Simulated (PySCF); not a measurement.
# The 16-electron isoelectronic series, non-relativistic

All values are computed (PySCF 2.14, energy differences of UHF-based or UKS calculations, no spin-orbit coupling). Each ion has its own even-tempered basis scaled to its charge (16s10p5d4f for the first); frozen: 1s2. Ionisation energies in eV.

```
  ion      configuration     UHF  MP2 (outer shells)  CCSD (outer shells)  CCSD(T) (outer shells)     LDA     PBE    PBE0  NIST (with spin-orbit, Breit and QED)
Xe³⁸⁺  [Ne] 3s2 3p4 (3P)  2695.8              2696.8               2696.8                  2696.8  2698.8  2699.4  2699.0                           2726 ± 4 (t)
Ba⁴⁰⁺  [Ne] 3s2 3p4 (3P)  2958.7              2959.6               2959.6                  2959.6  2961.6  2962.3  2961.9                           2994 ± 4 (t)
Ce⁴²⁺  [Ne] 3s2 3p4 (3P)  3233.5              3234.5               3234.5                  3234.5  3236.6  3237.3  3236.9                           3274 ± 4 (t)
Nd⁴⁴⁺  [Ne] 3s2 3p4 (3P)  3520.5              3521.5               3521.5                  3521.5  3523.6  3524.4  3524.0                           3567 ± 4 (t)
Pm⁴⁵⁺  [Ne] 3s2 3p4 (3P)  3668.6              3669.6               3669.5                  3669.5     n/a     n/a     n/a                           3718 ± 4 (t)
Sm⁴⁶⁺  [Ne] 3s2 3p4 (3P)  3819.6              3820.6               3820.6                  3820.6  3822.7  3823.6  3823.1                           3873 ± 4 (t)
Gd⁴⁸⁺  [Ne] 3s2 3p4 (3P)  4130.8              4131.8               4131.7                  4131.7  4133.9  4134.9  4134.4                           4191 ± 4 (t)
Er⁵²⁺  [Ne] 3s2 3p4 (3P)  4789.5              4790.6               4790.5                  4790.5  4792.7  4793.8  4793.3                           4866 ± 4 (t)
Yb⁵⁴⁺  [Ne] 3s2 3p4 (3P)  5137.0              5138.1               5138.0                  5138.0  5140.3  5141.4  5140.8                           5224 ± 5 (t)
```

(1) Interpolate the row of Dy⁵⁰⁺.

Each ion has its own basis, which adds noise of up to about 0.1 % along the series.

NIST values marked (s) are semi-empirical, (t) theoretical. Open shells are high-spin determinants of the terms that Hund's rules give; for the heavier ions, far from LS coupling, these are not the ground levels.

All relativistic terms are absent from the calculated values; where these lie close to NIST, scalar and spin-orbit shifts of opposite sign can cancel.

Answers

(1) configuration [Ne] 3s2 3p4 (3P); UHF 4454.1; MP2 (outer shells) 4455.1; CCSD (outer shells) 4455.1; CCSD(T) (outer shells) 4455.1; LDA 4457.3; PBE 4458.3; PBE0 4457.8; NIST (with spin-orbit, Breit and QED) 4523 ± 4 (t).
